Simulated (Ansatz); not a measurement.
Z-matrix (Å, degrees):
```
Nb
O 1 1.681
F 1 1.856 2 107.8
F 1 1.856 2 107.8 3 -120.0
F 1 1.856 2 107.8 3 120.0
```

Charge 0, multiplicity 1. Nb: def2 effective core potential.

Q: List the PBE/def2-TZVPP orbital energies in eV (Ansatz). (An estimate is asked.)

A: Computed: Occupied: -660.71, -660.71, -660.71, -511.08, -63.32, -39.35, -39.25, -39.25, -29.55, -29.15, -29.15, -22.76, -12.19, -12.19, -11.93, -11.63, -11.63, -11.04, -10.68, -10.68, -10.63, -9.09, -8.93, -8.93. Lowest empty: -3.04, -3.04, -1.41, -1.41, -1.37, -0.69, 0.49, 0.49.
